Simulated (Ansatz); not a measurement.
Stepwise reaction of `[GeH3][SiH2][SiH2][SiH2][GeH3]` with water, as a gas-phase model of exchange steps in deposition or etching. ΔE in kJ/mol.

Gas-phase electronic energies from Ansatz, PBE0-D4/def2-TZVP geometries. CBS: MP2 limit from def2 TZ/QZ plus the TZ coupled-cluster correction, frozen cores. This one scheme is used for every species. DFT in def2-TZVPP. B3LYP here is the variant with VWN-RPA as its local correlation; programs differ in this. For Ge outer-core shells are correlated without core-valence functions, which leaves a few kJ/mol of doubt a bond. Scalar relativity is left out up to krypton. One conformer a species, not always the lowest.

```
step                                                                         reaction  PBE-D4  B3LYP-D4  ωB97M-V  CCSD(T)/CBS
   1  `[GeH3][SiH2][SiH2][SiH2][GeH3]` + H₂O → `O[SiH2][SiH2][GeH3]` + `[SiH3][GeH3]`   -39.7     -61.4    -65.4        -56.0
```

(1) Give the row of step 2, `O[SiH2][SiH2][GeH3]` + H₂O → `O[SiH2]O` + `[SiH3][GeH3]`. (Estimate.)

(2) By hand: ΔE of the 2 steps together at CCSD(T)/CBS.

Results:

(1) Computed: 
```tsv
step	reaction	PBE-D4	B3LYP-D4	ωB97M-V	CCSD(T)/CBS
2	`O[SiH2][SiH2][GeH3]` + H₂O → `O[SiH2]O` + `[SiH3][GeH3]`	-92.0	-111.3	-118.1	-110.3
```

(2) (-56.0) + (-110.3) = -166.3 kJ/mol, or -83.2 kJ/mol a step.

In ΔE each step is lower than the one before. All are downhill at CCSD(T)/CBS. PBE-D4 differs from CCSD(T)/CBS by 16.3 to 18.3 kJ/mol a step. Isolated molecules leave out the surface, adducts and barriers. Largest T1 diagnostic: 0.013.
